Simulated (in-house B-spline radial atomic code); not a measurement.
Inner levels of silver as electrons are removed. A shift is the extra binding of the orbital against the neutral atom ([Kr] 4d10 5s1). The density at the nucleus is averaged over the nuclear charge. Computed with a radial B-spline atomic code at the basis-set limit: Dirac-Hartree-Fock, jj configuration that fills j = l - 1/2 first, finite nuclei.

A number in brackets counts the electrons of a j subshell.

```csv
ion,configuration,shift of 3d3/2 (eV),shift of 2p1/2 (eV),shift of 2p3/2 (eV),radius of 3d3/2 (bohr),radius of 2p1/2 (bohr),radius of 2p3/2 (bohr),Σ<r²> (bohr²),change of density at nucleus (bohr⁻³)
Ag11+,[Ar] 3d10 4s2 4p6,227.81,234.46,234.48,0.34057,0.11417,0.11919,9.8409,111.78
Ag12+,[Ar] 3d10 4s2 4p1/2(2) 4p3/2(3),258.48,267,266.67,0.33989,0.11415,0.11918,8.7451,139.49
Ag13+,[Ar] 3d10 4s2 4p1/2(2) 4p3/2(2),289.99,300.55,299.84,0.33918,0.11413,0.11917,7.71,168.52
Ag14+,[Ar] 3d10 4s2 4p1/2(2) 4p3/2(1),322.31,335.1,333.98,0.33841,0.11411,0.11916,6.7304,198.85
Ag15+,[Ar] 3d10 4s2 4p1/2(2),355.44,370.63,369.08,0.3376,0.11408,0.11914,5.8015,230.5
Ag16+,[Ar] 3d10 4s2 4p1/2(1),389.55,407,406.01,0.33666,0.11408,0.11911,4.9447,257.43
Ag17+,[Ar] 3d10 4s2,424.47,444.33,443.95,0.33568,0.11408,0.11909,4.1315,285.28
Ag18+,[Ar] 3d10 4s1,460.8,483.24,482.78,0.3347,0.11406,0.11906,3.3873,-33.126
Ag19+,[Ar] 3d10,497.82,523.01,522.47,0.33369,0.11403,0.11904,2.6748,-371.25
Ag20+,[Ar] 3d3/2(4) 3d5/2(5),562.87,601.18,598.83,0.32846,0.11398,0.11892,2.4776,-305.89
Ag21+,[Ar] 3d3/2(4) 3d5/2(4),629.54,681.66,677.38,0.32342,0.11392,0.11879,2.2919,-237.43
Ag22+,[Ar] 3d3/2(4) 3d5/2(3),697.83,764.43,758.1,0.31858,0.11385,0.11866,2.1168,-165.87
Ag23+,[Ar] 3d3/2(4) 3d5/2(2),767.73,849.48,840.96,0.3139,0.11378,0.11851,1.9515,-91.198
Ag24+,[Ar] 3d3/2(4) 3d5/2(1),839.22,936.8,925.96,0.30939,0.1137,0.11836,1.7951,-13.419
Ag25+,[Ar] 3d3/2(4),912.29,1026.36,1013.08,0.30504,0.11361,0.11819,1.6471,67.473
Ag26+,[Ar] 3d3/2(3),986.35,1115.73,1104.86,0.30082,0.11342,0.11806,1.5084,153.56
Ag27+,[Ar] 3d3/2(2),1061.97,1207.15,1198.84,0.29675,0.11322,0.11793,1.3768,242.86
Ag28+,[Ar] 3d3/2(1),1139.12,1300.62,1295,0.29279,0.11302,0.11778,1.2518,335.36
```
